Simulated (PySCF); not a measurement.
5,5-difluoro-1,3-dioxane, C₄H₆F₂O₂.
Z-matrix (Å and degrees, PBE0-D3(BJ)/def2-TZVP geometry), rows numbered from 1:
```
F 
C   1  1.3559
F   2  1.3611  1  106.99
C   2  1.5169  1  109.97  3   118.74
O   4  1.4056  2  110.16  1    72.85
C   5  1.3957  4  111.16  2    55.17
O   6  1.3958  5  112.44  4   -62.96
C   7  1.4055  6  111.25  5    62.85
H   4  1.0900  2  109.95  1   -46.34
H   4  1.0994  2  108.05  1  -165.56
H   6  1.1053  5  109.62  4    59.27
H   6  1.0881  5  107.16  4   179.56
H   8  1.0901  2  109.81  1    46.03
H   8  1.0993  2  108.12  1   165.24
```

Theory: PySCF 2.14.0, PBE0-D3(BJ)/def2-TZVP geometry optimisation, gas phase.

Take the most abundant isotopes and a rigid rotor. The values belong to one conformer with, in the numbering `[F:1][C:2]1([F:3])[CH2:4][O:5][CH2:6][O:7][CH2:8]1`, F1–C2–C4–O5 73°, C2–C4–O5–C6 55°, C4–O5–C6–O7 -63°, O5–C6–O7–C8 63°.

Question: What are A, B and C (cm⁻¹)?

Answer: Ia = 146.13, Ib = 269.16, Ic = 309.83 u·Å²; 505379 MHz·u·Å²/I gives 3458, 1878 and 1631 MHz, that is A = 0.11536, B = 0.06263, C = 0.05441 cm⁻¹.

Question: Classify the top.

Answer: An asymmetric top. Ray's parameter κ = (2B − A − C)/(A − C) = -0.730; −1 is the prolate and +1 the oblate limit.

Question: What does the inertial defect say?

Answer: Not planar: Δ = Ic − Ia − Ib = -105.46 u·Å². For a rigid frame Δ = −2 Σ m c², so Σ m c² = 52.73 u·Å² lies off the ab plane: 6.15 from hydrogen and 46.58 from heavier atoms. The atom farthest from that plane is 1.45 Å away.

Question: Give the coordinates in the principal-axis frame, origin at the centre of mass.

Answer: The sense of each axis is arbitrary; atoms in the order of the calculation.
| atom | mass (u) | a (Å) | b (Å) | c (Å) |
| --- | --- | --- | --- | --- |
| F1 | 18.998 | 1.141 | 0.000 | -1.278 |
| C2 | 12.000 | 0.798 | 0.000 | 0.034 |
| F3 | 18.998 | 1.957 | 0.001 | 0.748 |
| C4 | 12.000 | 0.004 | 1.251 | 0.361 |
| O5 | 15.995 | -1.289 | 1.160 | -0.184 |
| C6 | 12.000 | -1.936 | 0.000 | 0.245 |
| O7 | 15.995 | -1.289 | -1.160 | -0.182 |
| C8 | 12.000 | 0.004 | -1.251 | 0.360 |
| H9 | 1.008 | 0.494 | 2.125 | -0.067 |
| H10 | 1.008 | -0.033 | 1.354 | 1.455 |
| H11 | 1.008 | -2.007 | 0.002 | 1.348 |
| H12 | 1.008 | -2.927 | 0.000 | -0.206 |
| H13 | 1.008 | 0.494 | -2.123 | -0.074 |
| H14 | 1.008 | -0.029 | -1.359 | 1.453 |

Question: List the rotational levels J(Ka,Kc) to J = 4 (MHz).

Answer: Above 0(0,0):
J = 1: 1(0,1) 3509, 1(1,1) 5090, 1(1,0) 5336
J = 2: 2(0,2) 10500, 2(1,2) 11861, 2(1,1) 12600, 2(2,1) 17342, 2(2,0) 17369
J = 3: 3(0,3) 20921, 3(1,3) 22001, 3(1,2) 23478, 3(2,2) 27869, 3(2,1) 28000, 3(3,1) 36404, 3(3,0) 36406
J = 4: 4(0,4) 34707, 4(1,4) 35495, 4(1,3) 37947, 4(2,3) 41883, 4(2,2) 42263, 4(3,2) 50488, 4(3,1) 50500, 4(4,1) 62372, 4(4,0) 62372
The levels of one J sum to (2J + 1)J(J + 1)(A + B + C)/3.

Question: Which types of transition are allowed, and where do some lines up to J = 3 fall?

Answer: The dipole components are |μa| = 0.90 D, |μb| = 0.00 D, |μc| = 2.16 D; the mirror of this Cs structure is the ac plane, so μb vanishes by symmetry and there are no b-type lines. The squared components, which scale the intensities, stand as 0.17 : 1.00 (a : c). Some lines, for components of 0.1 D or more:

```csv
type,branch,"J(Ka,Kc)",MHz,lower level (cm⁻¹)
a,Q,"2(1,1) ← 2(1,2)",739,0.396
c,Q,"3(1,3) ← 3(0,3)",1080,0.698
c,Q,"2(1,2) ← 2(0,2)",1361,0.350
a,Q,"3(1,2) ← 3(1,3)",1477,0.734
c,Q,"1(1,1) ← 1(0,1)",1581,0.117
a,R,"1(0,1) ← 0(0,0)",3509,0.000
c,Q,"3(2,2) ← 3(1,2)",4390,0.783
c,Q,"2(2,1) ← 2(1,1)",4742,0.420
c,R,"1(1,0) ← 0(0,0)",5336,0.000
a,R,"2(1,2) ← 1(1,1)",6771,0.170
a,R,"2(0,2) ← 1(0,1)",6991,0.117
a,R,"2(1,1) ← 1(1,0)",7264,0.178
c,Q,"3(3,1) ← 3(2,1)",8405,0.934
c,R,"2(1,1) ← 1(0,1)",9091,0.117
a,R,"3(1,3) ← 2(1,2)",10141,0.396
a,R,"3(2,2) ← 2(2,1)",10526,0.578
a,R,"3(1,2) ← 2(1,1)",10878,0.420
c,R,"2(2,0) ← 1(1,0)",12033,0.178
c,R,"2(2,1) ← 1(1,1)",12253,0.170
c,R,"3(1,2) ← 2(0,2)",12979,0.350
c,R,"3(2,1) ← 2(1,1)",15400,0.420
c,R,"3(2,2) ← 2(1,2)",16008,0.396
c,R,"3(3,0) ← 2(2,0)",19037,0.579
c,R,"3(3,1) ← 2(2,1)",19062,0.578
```

Question: Estimate the classical rotational partition function at 25 K, 200 K and 298.15 K.

Answer: Point group Cs, symmetry number σ = 1; q = (√π/σ)·√((kT/h)³/(ABC)), k/h = 20836.6 MHz/K: 6480 at 25 K, 147000 at 200 K, 267000 at 298.15 K.

No PBE0-D3(BJ)/def2-TZVP frequencies stand behind this structure, so it isn't proved a minimum. Constants of a rigid frame at the computed geometry: no zero-point averaging, no centrifugal distortion.
